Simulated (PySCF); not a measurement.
**Computed NMR parameters against published values**

Geometry:
```tsv
atom	x (Å)	y (Å)	z (Å)
C1	2.427	0.974	0.112
S2	2.022	-0.107	-1.275
C3	0.807	-1.214	-0.476
C4	-0.527	-0.618	-0.246
C5	-1.718	-0.712	-0.910
C6	-2.635	0.137	-0.214
C7	-1.930	0.680	0.817
O8	-0.658	0.228	0.804
H9	3.161	1.702	-0.263
H10	1.541	1.513	0.476
H11	2.882	0.408	0.939
H12	0.706	-2.070	-1.158
H13	1.238	-1.587	0.467
H14	-1.913	-1.314	-1.795
H15	-3.682	0.316	-0.449
H16	-2.187	1.372	1.614
```

Published estimates (parent shift plus substituent increments) and measurements: δ ¹H H16 7.34; H15 6.29; H14 6.17 ppm (estimated from measurements, as parent shift plus tabulated substituent increment; solution, not stated per compound (mostly CDCl3 or CCl4); Pretsch, Buehlmann, Badertscher, Structure Determination of Organic Compounds, 4th ed. (2009)).

All values are calculated (PySCF): geometry from PBE0-D3(BJ)/def2-SVP, KT2/pcSseg-1 with gauge-including orbitals. Non-relativistic Hamiltonian, gas phase, fast rotation and ring inversion assumed for equivalent nuclei, single conformer.

Problem. Set the calculated values beside the experiment.

Solution. 
Reference values: estimated from measurements, as parent shift plus tabulated substituent increment (solution, not stated per compound (mostly CDCl3 or CCl4); Pretsch, Buehlmann, Badertscher, Structure Determination of Organic Compounds, 4th ed. (2009)).
| atoms | quantity | reference | computed |
| --- | --- | --- | --- |
| H16 | δ ¹H | 7.34 | 7.22 |
| H15 | δ ¹H | 6.29 | 6.31 |
| H14 | δ ¹H | 6.17 | 6.07 |

Computed shifts are σ(ref) − σ with the named reference compound (TMS for H and C) calculated as an isolated molecule at the same level.

Problem. How far are the unscaled ¹H shifts from the references?

Solution. Mean signed difference -0.07 ppm, mean absolute 0.08 ppm over 3 comparisons; the largest is -0.12 ppm at H16 (hydrogen on an aromatic CH next to the ring oxygen).
